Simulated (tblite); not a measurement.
Compound: C₃H₇F₂Si₂ (doublet state).
SMILES with atom numbers: `[CH2:1]=[CH:2][Si@@H:3]([SiH3:4])[C:5]([F:6])[F:7]` (hydrogens: H8, H9 on C1; H10 on C2; H11 on Si3; H12, H13, H14 on Si4)
Bond orders are those of one Lewis drawing.

Computed with GFN2-xTB (tblite), gas phase: L-BFGS steps from a force-field or distance-geometry start until the largest atomic force falls under 0.01 eV/Å.

Step 29: E = -620.0548 eV
```
atom  x, y, z in Å  |  force x, y, z in eV/Å
C1     -2.5592   -0.3800   -0.0489   -0.004   0.003  -0.003
C2     -1.3507   -0.2494   -0.5722    0.001   0.022  -0.008
Si3     0.1359    0.4773    0.3303    0.023   0.010  -0.003
Si4     1.7390   -1.1862    0.7297   -0.007   0.001  -0.005
C5      0.7530    1.8383   -0.7937    0.001   0.008  -0.010
F6      1.1096    1.5965   -2.0666   -0.008  -0.003  -0.006
F7      1.5549    2.8084   -0.3244    0.012  -0.011  -0.005
H8     -2.7793   -0.0542    0.9549    0.012  -0.006   0.002
H9     -3.3888   -0.8058   -0.5923    0.008  -0.017  -0.010
H10    -1.1874   -0.5934   -1.5870   -0.018  -0.004  -0.002
H11    -0.3079    1.2355    1.5048   -0.006  -0.006   0.038
H12     2.1529   -1.8190   -0.5256   -0.003  -0.003   0.009
H13     2.9384   -0.6392    1.3678   -0.020   0.002   0.002
H14     1.1890   -2.2291    1.6011    0.009   0.004  -0.001
```

Step 30: E = -620.0549 eV
```
atom  x, y, z in Å  |  force x, y, z in eV/Å
C1     -2.5594   -0.3802   -0.0490    0.005  -0.003  -0.006
C2     -1.3510   -0.2491   -0.5726   -0.001   0.025   0.000
Si3     0.1359    0.4776    0.3295    0.011   0.018   0.026
Si4     1.7387   -1.1861    0.7303   -0.012   0.007  -0.004
C5      0.7537    1.8386   -0.7933   -0.001   0.009  -0.014
F6      1.1072    1.5971   -2.0670   -0.006  -0.003  -0.011
F7      1.5582    2.8069   -0.3251    0.014  -0.009  -0.002
H8     -2.7792   -0.0562    0.9557    0.011  -0.005  -0.006
H9     -3.3885   -0.8066   -0.5930    0.007  -0.014  -0.005
H10    -1.1875   -0.5927   -1.5875   -0.021  -0.003  -0.004
H11    -0.3083    1.2363    1.5054    0.002  -0.020   0.018
H12     2.1526   -1.8177   -0.5250   -0.001  -0.009   0.000
H13     2.9382   -0.6396    1.3676   -0.016   0.005   0.006
H14     1.1888   -2.2289    1.6016    0.008   0.002   0.001
```

Step 31: E = -620.0551 eV
```
atom  x, y, z in Å  |  force x, y, z in eV/Å
C1     -2.5596   -0.3805   -0.0491    0.015  -0.008  -0.008
C2     -1.3513   -0.2482   -0.5731   -0.001   0.024   0.006
Si3     0.1362    0.4783    0.3291   -0.009   0.024   0.048
Si4     1.7381   -1.1859    0.7309   -0.016   0.011  -0.002
C5      0.7543    1.8393   -0.7931   -0.001   0.009  -0.015
F6      1.1043    1.5978   -2.0677   -0.005  -0.002  -0.014
F7      1.5623    2.8050   -0.3259    0.014  -0.007  -0.001
H8     -2.7787   -0.0586    0.9565    0.009  -0.004  -0.013
H9     -3.3880   -0.8078   -0.5939    0.009  -0.010   0.002
H10    -1.1882   -0.5918   -1.5881   -0.020   0.001  -0.004
H11    -0.3088    1.2370    1.5066    0.010  -0.032  -0.003
H12     2.1522   -1.8165   -0.5242    0.001  -0.015  -0.008
H13     2.9377   -0.6399    1.3676   -0.010   0.009   0.011
H14     1.1887   -2.2287    1.6021    0.005   0.000   0.002
```

Problem. Estimate the geometry and energy of step 32. (The exact step hangs on the optimiser's Hessian estimate; all steps are aligned on step 31, rigid shifts and turns removed.)

Solution. E = -620.0553 eV, largest force 0.073 eV/Å
```
atom  x, y, z in Å  |  force x, y, z in eV/Å
C1     -2.5597   -0.3813   -0.0495    0.026  -0.015  -0.007
C2     -1.3517   -0.2463   -0.5739    0.001   0.019   0.012
Si3     0.1364    0.4799    0.3293   -0.035   0.026   0.058
Si4     1.7368   -1.1851    0.7320   -0.016   0.014  -0.001
C5      0.7557    1.8402   -0.7929   -0.004   0.008  -0.014
F6      1.0988    1.5992   -2.0695   -0.003   0.000  -0.012
F7      1.5702    2.8012   -0.3272    0.015  -0.006  -0.004
H8     -2.7779   -0.0631    0.9577    0.003  -0.001  -0.023
H9     -3.3868   -0.8100   -0.5955    0.011  -0.003   0.013
H10    -1.1896   -0.5901   -1.5891   -0.015   0.011  -0.001
H11    -0.3096    1.2379    1.5084    0.018  -0.042  -0.023
H12     2.1514   -1.8145   -0.5230    0.002  -0.021  -0.017
H13     2.9368   -0.6402    1.3678   -0.004   0.014   0.016
H14     1.1886   -2.2282    1.6032    0.002  -0.003   0.004
```

The energy changes by -0.0002 eV. The first-order estimate −F·Δx gives -0.0003 eV and the mean of the old and new forces, exact on a quadratic surface, -0.0002 eV. The step makes an angle of 74° with the force vector and moves no atom by more than 0.009 Å.

What follows is the cost of the whole relaxation. Time: 0.92 s of wall time. Hardware: one thread of an Arm Neoverse V1, shared host.
